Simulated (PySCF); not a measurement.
**Silicon: a sound run and one with changed settings**

Sound run: Si²⁺ [Ne] 3s2, Si³⁺ [Ne] 3s1. All numbers are calculated (PySCF 2.14, no relativity, point nucleus, in def2-TZVP). In the sound run the correlated levels freeze [Ne]. The sound run starts from symmetry-adapted Hartree-Fock orbitals and uses a fine grid where one is needed.

A second run was set up differently.

```tsv
species	method	sound run (hartree)	changed run (hartree)	converged
Si²⁺	MP2	-288.01934	-288.12238	yes
Si²⁺	CCSD(T)	-288.03273	-288.13691	yes
Si³⁺	MP2	n/a	-286.91165	yes
Si³⁺	CCSD(T)	n/a	-286.91411	yes
```

Ionisation energy of Si²⁺:

```
 method  sound run (eV)  changed run (eV)
    UHF          31.979            31.979
    MP2          32.831            32.946
SCS-MP2          33.002            33.092
   CCSD          33.196            33.250
CCSD(T)          33.196            33.274
```

**Question.** What was changed?
A. level shift left on
B. all electrons correlated in a valence basis
C. too few SCF iterations
D. minimal basis

**Answer.** B. A valence basis has no tight correlating functions, so it recovers only part of the core correlation, and not evenly between atom and ion.
